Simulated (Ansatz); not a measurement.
Question: Name a neutral molecule of C, Cl, O, S, Si and H with HOMO energy (ωB97M-V/def2-TZVPP) between -10.20 and -9.90 eV and LUMO energy (B3LYP/def2-TZVPP) between -0.65 and -0.35 eV (Ansatz, PBE0-D4/def2-TZVP geometry).

Answer: `OC(Cl)[SiH2]S` (-10.11 eV, -0.50 eV). Other molecules can fit too; these were computed, each in one conformer that needn't be the lowest.

B3LYP here is the variant with VWN-RPA as its local correlation; programs differ in this.
